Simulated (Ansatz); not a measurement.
Cost and result for the atomization energy of C3H6F2Si (`FC[Si]1(F)CC1`) (12 atoms, 12 bonds).

```json
{"atom": "F1", "x (Å)": "-2.275", "y (Å)": "0.405", "z (Å)": "-0.018"}
{"atom": "C2", "x (Å)": "-1.564", "y (Å)": "-0.151", "z (Å)": "1.036"}
{"atom": "Si3", "x (Å)": "0.250", "y (Å)": "-0.268", "z (Å)": "0.548"}
{"atom": "F4", "x (Å)": "1.048", "y (Å)": "-0.910", "z (Å)": "1.775"}
{"atom": "C5", "x (Å)": "1.056", "y (Å)": "0.915", "z (Å)": "-0.567"}
{"atom": "C6", "x (Å)": "0.802", "y (Å)": "-0.533", "z (Å)": "-1.160"}
{"atom": "H7", "x (Å)": "-1.702", "y (Å)": "0.479", "z (Å)": "1.921"}
{"atom": "H8", "x (Å)": "-1.984", "y (Å)": "-1.137", "z (Å)": "1.259"}
{"atom": "H9", "x (Å)": "0.485", "y (Å)": "1.716", "z (Å)": "-1.027"}
{"atom": "H10", "x (Å)": "2.101", "y (Å)": "1.176", "z (Å)": "-0.431"}
{"atom": "H11", "x (Å)": "0.081", "y (Å)": "-0.588", "z (Å)": "-1.969"}
{"atom": "H12", "x (Å)": "1.701", "y (Å)": "-1.105", "z (Å)": "-1.367"}
```

The species carries charge 0 and has multiplicity 1. Geometry: relaxed with PBE0-D4/def2-TZVP. It is one conformer, not always the lowest. Program: Ansatz. All runs use 4 threads of an AMD EPYC 7B13 on a shared host. Times are those of one run each, without the atoms' runs, and a repeat can differ threefold. Electronic energies, without spin–orbit coupling; frozen cores. CCSD(T)/CBS adds CCSD(T) − MP2 in def2-TZVPP to the MP2 limit, and its time is that of the two runs behind it. T1 = 0.011. HSE06 is the plane-wave form, built on full-range PBE exchange.

CCSD(T)/CBS is a level of theory with its own doubt, some kJ/mol a heavy atom from the limit and from the frozen cores, so smaller differences don't rank the functionals.

```tsv
level	functions	wall time
revPBE-D4/def2-TZVPP	281	2.4 s
PBE-D4/def2-TZVPP (with forces)	281	3 s
HSE06-D4/def2-TZVPP	281	3.7 s
CAM-B3LYP-D4/def2-TZVPP	281	3.9 s
r2SCAN-D4/def2-TZVPP (with forces)	281	4.6 s
r2SCANh-D4/def2-TZVPP	281	5.5 s
ωB97X-V/def2-TZVPP	281	10 s
PBE-QIDH/def2-TZVPP	281	13 s
ωB97M-V/def2-TZVPP (with forces)	281	15 s
CCSD(T)/def2-SVP	118	15 s
MP2/def2-QZVPP	535	26 s
CCSD(T)/def2-TZVPP	281	4.9 min
CCSD(T)/CBS(def2)	–	5.4 min
```

**Question.** What atomization energy does each give, and how far from CCSD(T)/CBS? (Best estimate.)

**Answer.** Ansatz gave: 
```
                             level  atomization (kJ/mol)  difference from CCSD(T)/CBS  per bond
              revPBE-D4/def2-TZVPP                4691.5                        -17.2      -1.4
   PBE-D4/def2-TZVPP (with forces)                4817.5                        108.8       9.1
               HSE06-D4/def2-TZVPP                4731.5                         22.8       1.9
           CAM-B3LYP-D4/def2-TZVPP                4729.8                         21.1       1.8
r2SCAN-D4/def2-TZVPP (with forces)                4730.6                         21.9       1.8
             r2SCANh-D4/def2-TZVPP                4699.0                         -9.7      -0.8
                ωB97X-V/def2-TZVPP                4726.6                         17.9       1.5
               PBE-QIDH/def2-TZVPP                4693.4                        -15.3      -1.3
  ωB97M-V/def2-TZVPP (with forces)                4726.3                         17.6       1.5
                  CCSD(T)/def2-SVP                4433.7                       -275.0     -22.9
                    MP2/def2-QZVPP                4764.1                         55.4       4.6
                CCSD(T)/def2-TZVPP                4587.6                       -121.1     -10.1
                 CCSD(T)/CBS(def2)                4708.7                          0.0       0.0
```

From BLYP to BHLYP (50 % exact exchange), in def2-TZVPP and without D4, the atomization energy moves by −111.8 kJ/mol: exact exchange takes away binding that semilocal exchange gives to molecules. The D4 term adds +37.9 kJ/mol with B3LYP and +19.9 kJ/mol with PBE0; it sums over pairs of atoms, weighted by their polarisabilities, and B3LYP, whose exchange is more repulsive, gets the larger term. Leaving LDA and LC-ωPBE aside and taking each functional with its dispersion term where it has one, the values, not all of them listed here, spread over 261.4 kJ/mol, from BHLYP-D4 to PBE-D4. LDA lies +625.8 kJ/mol from PBE without D4, its usual overbinding.

B3LYP here is the variant with VWN-RPA as its local correlation; programs differ in this.
